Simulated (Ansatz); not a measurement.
Input file for Ansatz (a program for electronic structure): U-CCSD(T)/cc-pVTZ on CH4Be (SMILES [BeH][CH3]), a point of a bond scan (R = 1.314 Å).

Ansatz 0.2 input:
```yaml
crystal:
  periodic: [false, false, false]
  atoms:
    - {symbol: Be, position_ang: [-0.93852540, -0.49476050, -0.13416384]}
    - {symbol: H, position_ang: [-2.10724892, -1.11087408, -0.30123490]}
    - {symbol: C, position_ang: [0.53116533, 0.28001333, 0.07593101]}
    - {symbol: H, position_ang: [1.11234328, -0.06345905, 1.20373140]}
    - {symbol: H, position_ang: [0.42177910, 1.36971531, 0.09486335]}
    - {symbol: H, position_ang: [1.23709912, 0.04633441, -0.72832381]}
basis:
  gaussian:
    orbitals: cc-pVTZ
correlation: {method: ccsd_t, electrons: outside_noble_gas}
scf: {omitted_lower_state_checks: [cluster_reference]}
magnetization: {spin_polarized: true, initial_magnetization: 0}
```

Output:

```
WARN ansatz: RAYON_NUM_THREADS=1 ignored (pool sized by the plan → 1); use --threads N
Functional definition: HF
these checks for a lower state are left out or cut short: cluster_reference
integrals: 0.27 GiB planned
644 factors; integrals over basis functions are off by at most 1.2e-3 eV
mean field: 0.22 GiB planned
mean field evaluation 1: about -1489.8826 eV, gradient 1.7e1 eV
mean field evaluation 2: about -1489.8809 eV, gradient 1.7e1 eV
mean field evaluation 4: about -1491.6113 eV, gradient 1.5e0 eV
mean field evaluation 8: about -1491.6333 eV, gradient 5.1e-4 eV
mean field -1491.63327792 eV, -54.8165118983 hartree, gradient 2.2e-6 eV, S^2 0.000000; 0 other end points of the search recorded, 0 dependent functions left out
2 core orbitals not correlated
reference -1491.63327792 eV, -54.8165118983 hartree; 5, 5 occupied and 109, 109 virtual orbitals, 644 factors
second order -6.46361794 eV of doubles, -0.00000000 eV of singles
coupled cluster: 0.66 GiB planned
cycle   1  -6.94007959 eV  change   -4.8e-1 eV  update   5.7e-2
cycle   2  -7.15584385 eV  change   -2.2e-1 eV  update   1.8e-2
cycle   3  -7.18212349 eV  change   -2.6e-2 eV  update   5.9e-3
cycle   4  -7.18144744 eV  change    6.8e-4 eV  update   1.6e-3
cycle   5  -7.18130072 eV  change    1.5e-4 eV  update   4.3e-4
cycle   6  -7.18120562 eV  change    9.5e-5 eV  update   1.4e-4
cycle   7  -7.18119140 eV  change    1.4e-5 eV  update   4.3e-5
cycle   8  -7.18119915 eV  change   -7.7e-6 eV  update   1.5e-5
cycle   9  -7.18119700 eV  change    2.2e-6 eV  update   5.2e-6
perturbative correction -0.23720749 eV, -0.0087172144 hartree
Total energy: -1499.05168241 eV, -55.0891332347 hartree
Checks for a lower state left out: cluster_reference
```

Self-consistency was reached.

Cost: very roughly 8 core-seconds.
